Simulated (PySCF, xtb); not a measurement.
C3Si, SMILES [C]1[c+]2[si-2][c+]21 (connectivity only; charge and spin as stated), neutral, multiplicity 1.

Harmonic wavenumbers (cm⁻¹) from GFN2-xTB (xtb 6.7.1) at its own minimum, in rising order: 229, 381, 611, 944, 1063, 1479.

Question: What does r2SCAN-D4/def2-TZVP run with PySCF 2.14.0 give at its own minimum? (An estimate is asked for; the answer gives what the named calculation found.)

Answer: 191, 424, 685, 1024, 1072, 1403. Paired by order, the mean absolute difference is 54 cm⁻¹ and the zero-point energies are 6.7 and 6.9 kcal/mol.
